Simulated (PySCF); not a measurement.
A side-by-side comparison of computed properties.

First species: C5H7FO2.
SMILES with atom numbers: `[O:1]=[C:2]1[CH2:3][C@H:4]([CH2:5][CH2:6][F:7])[O:8]1` (hydrogens: H9, H10 on C3; H11 on C4; H12, H13 on C5; H14, H15 on C6)

Structure used (GFN2-xTB), in Å, numbered top down from 1:
```xyz
15
C5H7FO2 angstrom
O      3.4471    0.0851    0.5527
C      2.3089    0.0153    0.2255
C      1.1342    0.9650    0.1089
C      0.3957   -0.2956   -0.3685
C     -0.7311   -0.8185    0.5107
C     -2.0074   -0.0075    0.3362
F     -1.8244    1.2790    0.7817
O      1.6082   -1.0665   -0.2088
H      0.7871    1.3872    1.0479
H      1.2580    1.7588   -0.6221
H      0.0971   -0.2864   -1.4211
H     -0.4179   -0.7856    1.5563
H     -0.9338   -1.8571    0.2456
H     -2.8253   -0.4295    0.9278
H     -2.3008    0.0642   -0.7163
```

Second species: C5H7FO2.
SMILES: `C/C(=C/CF)OC=O`

Levels: PBE0/def2-SVPD for dipole moment, HOMO energy, LUMO energy, HOMO–LUMO gap, static isotropic polarisability and electronic spatial extent ⟨r²⟩ about the centre of nuclear charge; TDDFT PBE0/def2-SVPD for lowest singlet excitation; TDA PBE0/def2-SVPD for lowest triplet excitation (Tamm–Dancoff); GFN2-xTB for rotational constant A and rotational constant C. Geometries: GFN2-xTB. All species are isolated and taken at one optimised geometry, non-relativistic unless stated; the electronic structure was computed with PySCF and density fitting.

The conformers computed, where there is a choice (atom-mapped SMILES and torsion angles):
- `[O:1]=[C:2]1[CH2:3][C@H:4]([CH2:5][CH2:6][F:7])[O:8]1`: C3–C4–C5–C6 78°, C4–C5–C6–F7 -65°
- `[CH3:1]/[C:2](=[CH:3]/[CH2:4][F:5])[O:6][CH:7]=[O:8]`: C2–C3–C4–F5 -34°, C1–C2–O6–C7 131°, C2–O6–C7–O8 -7°

Values for the first species:

* Dipole moment: 4.51 D
* HOMO energy: -8.25 eV
* LUMO energy: 0.04 eV
* HOMO–LUMO gap: 8.29 eV
* Lowest singlet excitation: 5.99 eV
* Lowest triplet excitation (Tamm–Dancoff): 5.44 eV
* Static isotropic polarisability: 64.3 au
* Electronic spatial extent ⟨r²⟩ about the centre of nuclear charge: 1103 bohr²
* Rotational constant A: 5.346 GHz
* Rotational constant C: 0.999 GHz

Question: Estimate the same properties for the second species, and the change in each.

Answer: 
| property | first | second | second less first |
| --- | --- | --- | --- |
| dipole moment | 4.51 D | 2.44 D | -2.07 D |
| HOMO energy | -8.25 eV | -7.47 eV | +0.78 eV |
| LUMO energy | 0.04 eV | -0.46 eV | -0.50 eV |
| HOMO–LUMO gap | 8.29 eV | 7.01 eV | -1.28 eV |
| lowest singlet excitation | 5.99 eV | 5.84 eV | -0.15 eV |
| lowest triplet excitation (Tamm–Dancoff) | 5.44 eV | 4.18 eV | -1.26 eV |
| static isotropic polarisability | 64.3 au | 68.2 au | +3.9 au |
| electronic spatial extent ⟨r²⟩ about the centre of nuclear charge | 1103 bohr² | 911 bohr² | -192 bohr² |
| rotational constant A | 5.346 GHz | 2.691 GHz | -2.655 GHz |
| rotational constant C | 0.999 GHz | 1.406 GHz | +0.407 GHz |

On the first: A dipole of 4.51 D is allowed in C1, and pure rotational transitions are dipole-allowed. The vertical singlet–triplet gap S1 − T1 is 0.55 eV (TDDFT singlet less Tamm–Dancoff triplet; S1: HOMO→LUMO, weight 0.96; T1: HOMO→LUMO, weight 0.95).

On the second: In atomic units the dipole is 0.96 e·bohr (1 au = 2.5417 D). S1 lies 1.17 eV below the HOMO–LUMO gap; its leading configuration is HOMO−1→LUMO, weight 0.76.
